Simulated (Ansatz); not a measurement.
```yaml
crystal:
  periodic: [false, false, false]
  atoms:
    - {symbol: F, position_ang: [-1.721665, 0.760984, 0.034035]}
    - {symbol: C, position_ang: [-0.340088, 0.803436, -0.134198]}
    - {symbol: Al, position_ang: [0.519530, -0.954016, 0.129801]}
    - {symbol: F, position_ang: [-0.406123, -2.263023, 0.504921]}
    - {symbol: H, position_ang: [-0.132537, 1.197473, -1.138600]}
    - {symbol: H, position_ang: [0.064008, 1.549197, 0.564190]}
    - {symbol: H, position_ang: [2.077975, -1.162050, -0.005950]}
basis:
  gaussian: {orbitals: def2-SVPD}
total_charge: -3
magnetization: {spin_polarized: true, initial_magnetization: 1}
hamiltonian: {xc: {name: HF}}
correlation: {method: rpa}
```

```sh
$ ansatz run in.yaml --threads 2 --pin off --events-out ev --progress --plain --max-ram 4352MiB
```

Output, abridged:

```
Functional definition: HF
1093 factors; integrals over basis functions are off by at most 1.2e-3 eV
mean field evaluation 1: about -13021.5239 eV, gradient 7.6e1 eV
mean field evaluation 2: about -13021.9536 eV, gradient 7.6e1 eV
mean field evaluation 4: about -13049.7769 eV, gradient 1.8e1 eV
mean field evaluation 8: about -13052.0670 eV, gradient 6.1e-1 eV
mean field evaluation 16: about -13052.1044 eV, gradient 1.1e-3 eV
a density is far from that of the atoms, so the factors are made again for it
1120 factors; integrals over basis functions are off by at most 1.1e-3 eV
mean field evaluation 288: about -13052.1034 eV, gradient 1.1e-3 eV
mean field evaluation 448: about -13052.1032 eV, gradient 2.2e-2 eV
mean field -13052.33648761 eV, -479.6645187283 hartree, gradient 5.4e-7 eV, S^2 0.832694; 12 other end points of the search recorded, 0 dependent functions left out
8 core orbitals not correlated: weight in the atoms' cores, before any rotation towards them, 1.000 or more for the frozen orbitals, at most 0.000 for the correlated occupied ones
reference -13052.33648761 eV, -479.6645187283 hartree; 14, 13 occupied and 92, 93 virtual orbitals, 1120 factors
Total energy: -13071.93735973 eV, -480.3848374927 hartree
```

Q: Something in this input is off. What?

A: The charge is far from anything that the molecule holds. The calculation finished and met its thresholds. The result belongs to that input, not to the molecule as meant.
